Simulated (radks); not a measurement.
The numbers below are computed, except where a source is named.
Problem. Isoelectronic series with 10 electrons, all held in the configuration [Ne], which need not be the ground one along the series. Code: a radial shooting solver on a logarithmic mesh with Libxc functionals. Model: scalar-relativistic Kohn-Sham, LDA (Slater exchange, Perdew-Wang correlation), spin-unpolarised, spherical densities, point nucleus. Total energies (hartree) and orbital eigenvalues (eV) (* marks an orbital that is empty in some or all of the ions):

ion    E (hartree)        3p*        3s*         2p         2s
Br25+  -2185.88975  -1080.368  -1138.677  -2677.420  -2866.815
Kr26+  -2322.83664  -1163.991  -1225.512  -2874.613  -3074.287
Rb27+  -2464.14234  -1250.757  -1315.628  -3078.899  -3289.352
Sr28+  -2609.82951  -1340.674  -1409.043  -3290.297  -3512.065
Nb31+  -3073.41891  -1629.413  -1709.270  -3967.373  -4226.657
Mo32+  -3236.87551  -1732.019  -1816.073  -4207.429  -4480.540
Tc33+  -3404.83990  -1837.821  -1926.276  -4454.705  -4742.372
Ru34+  -3577.34013  -1946.828  -2039.901  -4709.224  -5012.223
Rh35+  -3754.40524  -2059.050  -2156.971  -4971.010  -5290.161
Pd36+  -3936.06529  -2174.499  -2277.510  -5240.088  -5576.261
Ag37+  -4122.35137  -2293.184  -2401.545  -5516.484  -5870.599
Cd38+  -4313.29568  -2415.118  -2529.102  -5800.224  -6173.253

Estimate the row of Zr30+.

Solution. E (hartree) -2914.44299; 3p* -1529.993; 3s* -1605.844; 2p -3734.513; 2s -3980.658.
